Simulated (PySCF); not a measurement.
C2H2N3, SMILES C1=NC=N[N]1, multiplicity 2.

The structure is a stationary point at PBE0-D3(BJ)/def2-SVP. The isomer is the one that the SMILES or the coordinates give; other isomers of the formula were not compared.

All values below come from PySCF with PBE0/def2-TZVP.

```yaml
total_energy: -241.37592 hartree
point_group: C2v
"α spin, highest occupied and lowest empty level": -8.29 and -0.02 eV
"β spin, highest occupied and lowest empty level": -7.84 and -5.38 eV
dipole_moment: 0.65 D
quadrupole, principal values (traceless, Buckingham form, about the centre of nuclear charge): -10.10, 0.19, 9.90 D·Å
mean_static_polarisability: 71.6 bohr³ (10.60 Å³)
polarisability_principal_values: 24.2, 50.0, 140.4 bohr³
"⟨S²⟩": 0.771 (pure state 0.75)
```
